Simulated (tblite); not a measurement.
C2H13N4Si2 (charge -1).
Z-matrix (Å and degrees, GFN2-xTB geometry), rows numbered from 1:
```
C 
N   1  1.4348
Si  2  1.7637  1  115.36
N   3  1.7717  2  100.97  1  -166.43
N   3  1.7662  2  102.40  1    88.37
N   3  1.6828  2  118.17  1   -35.35
Si  6  1.6633  3  138.69  2   -58.71
C   7  1.9204  6  116.64  3   -63.65
H   1  1.0901  2  108.26  3   -58.04
H   1  1.0976  2  110.90  3  -176.86
H   1  1.0998  2  113.38  3    60.52
H   2  1.0108  1  109.93  3  -126.48
H   4  1.0089  3  110.98  2  -141.11
H   4  1.0096  3  110.50  2   100.45
H   5  1.0097  3  110.98  2  -163.05
H   5  1.0091  3  111.36  2   -43.98
H   7  1.5071  6  119.65  3    59.35
H   7  1.4917  6  108.57  3   178.28
H   8  1.0877  7  110.56  6   -50.36
H   8  1.0886  7  111.07  6    68.54
H   8  1.0891  7  112.70  6  -170.77
```

Computed geometry: GFN2-xTB, gas phase.

Masses are those of the commonest isotopes; rigid-rotor values at the optimised geometry. The values belong to one conformer with, in the numbering `[CH3:1][NH:2][Si:3]([NH2:4])([NH2:5])[N-:6][SiH2:7][CH3:8]`, C1–N2–Si3–N4 -166°, N2–Si3–N4–H -141° and 100°, N2–Si3–N5–H -163° and -44°, N2–Si3–N6–Si7 -59°, Si3–N6–Si7–C8 -64°.

Q: Give the principal moments of inertia and the rotational constants in MHz.

A: Ia = 268.55, Ib = 572.46, Ic = 659.88 u·Å²; 505379 MHz·u·Å²/I gives A = 1882, B = 882.8, C = 765.9 MHz.

Q: What kind of rotor is it?

A: An asymmetric top: κ = (2 × 882.8 − 1882 − 765.9)/(1882 − 765.9) = -0.79.

Q: Is it planar, by Δ = Ic − Ia − Ib?

A: Not planar: Δ = Ic − Ia − Ib = -181.12 u·Å². For a rigid frame Δ = −2 Σ m c², so Σ m c² = 90.56 u·Å² lies off the ab plane: 20.72 from hydrogen and 69.85 from heavier atoms. The atom farthest from that plane is 2.04 Å away.

Q: Give the other two planar moments, Paa and Pbb, and the rms extents of the mass along the axes.

A: Paa = Σ m a² = (Ib + Ic − Ia)/2 = 481.90 and Pbb = Σ m b² = (Ia + Ic − Ib)/2 = 177.99 u·Å². With the mass M = 149.07 u, the rms extents √(P/M) along a, b and c are 1.80, 1.09, 0.78 Å.

Q: Give the coordinates in the principal-axis frame, origin at the centre of mass.

A: The sense of each axis is arbitrary; atoms in the order of the calculation.
| atom | mass (u) | a (Å) | b (Å) | c (Å) |
| --- | --- | --- | --- | --- |
| C1 | 12.000 | -1.596 | -2.145 | 0.424 |
| N2 | 14.003 | -1.688 | -0.795 | 0.904 |
| Si3 | 27.977 | -0.862 | 0.414 | -0.079 |
| N4 | 14.003 | -0.861 | 1.801 | 1.024 |
| N5 | 14.003 | -2.107 | 0.869 | -1.247 |
| N6 | 14.003 | 0.580 | -0.022 | -0.828 |
| Si7 | 27.977 | 2.089 | -0.582 | -0.405 |
| C8 | 12.000 | 3.168 | 0.584 | 0.673 |
| H9 | 1.008 | -2.005 | -2.177 | -0.586 |
| H10 | 1.008 | -2.179 | -2.826 | 1.057 |
| H11 | 1.008 | -0.562 | -2.517 | 0.365 |
| H12 | 1.008 | -1.384 | -0.750 | 1.866 |
| H13 | 1.008 | -1.030 | 2.660 | 0.523 |
| H14 | 1.008 | 0.039 | 1.894 | 1.472 |
| H15 | 1.008 | -1.702 | 1.346 | -2.039 |
| H16 | 1.008 | -2.588 | 0.057 | -1.606 |
| H17 | 1.008 | 2.218 | -1.887 | 0.336 |
| H18 | 1.008 | 2.883 | -0.794 | -1.650 |
| H19 | 1.008 | 3.209 | 1.580 | 0.237 |
| H20 | 1.008 | 2.753 | 0.688 | 1.674 |
| H21 | 1.008 | 4.193 | 0.230 | 0.779 |

Q: Estimate the classical rotational partition function at 10 K, 25 K and 100 K.

A: Point group C1, symmetry number σ = 1; q = (√π/σ)·√((kT/h)³/(ABC)), k/h = 20836.6 MHz/K: 4730 at 10 K, 18700 at 25 K, 149000 at 100 K.

Its lowest GFN2-xTB frequency is 2i cm⁻¹, too small to tell a flat minimum from a shallow saddle. Constants of a rigid frame at the computed geometry: no zero-point averaging, no centrifugal distortion.
